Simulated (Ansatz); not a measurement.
The first iterations of a band of Cl2H4MgSi (8 atoms, charge 0, multiplicity 1).

All numbers below come from RKS BHLYP/6-31G* (Ansatz 0.2.0).

| Item | Value |
| --- | --- |
| movable images | 7 |
| climbing image | yes |
| spring | 5.0 eV/Å² |
| optimiser | quadratic models (default) |
| start path | through a guess of the saddle point |
| force threshold | 0.03 eV/Å |
| iteration limit | 60 |
| end points | relaxed |

First end point:

```xyz
8
Properties=species:S:1:pos:R:3
Mg -0.828 -1.046 -0.624
Si 1.071 -0.237 0.902
Cl -2.261 -2.300 -1.752
H -0.800 2.137 -0.790
Cl -1.659 1.457 -1.454
H 2.418 -0.779 0.593
H 1.210 1.246 0.777
H 0.850 -0.478 2.349
```

Last end point:

```xyz
8
Properties=species:S:1:pos:R:3
Mg -1.558 -0.152 -1.273
Si 1.069 0.119 0.869
Cl -1.299 -2.301 -0.886
H 0.009 0.557 -0.091
Cl -2.337 1.746 -2.046
H 1.980 -0.772 0.141
H 1.739 1.355 1.299
H 0.397 -0.554 1.987
```

| iteration | highest image above the first end (eV) | largest band force component (eV/Å) |
| --- | --- | --- |
| 1 | 0.927 | 3.523 |
| 2 | 0.564 | 1.751 |
| 3 | 0.486 | 1.165 |

Problem. Does the band converge within its limit, and where does its top end?

Solution. The run converged. It ended after 10 iterations with the highest image 0.443 eV above the first end. A vibrational analysis at the climbing image gives one clearly imaginary mode, 787i cm⁻¹: a first-order saddle point. The orbitals stay closed-shell, which can raise the energy where a bond breaks towards radicals; this wasn't checked here.

Time of the run: 70 s on 2 threads of AMD EPYC 9R45 96-Core Processor (Zen 5) (shared host), peak memory 0.2 GiB.
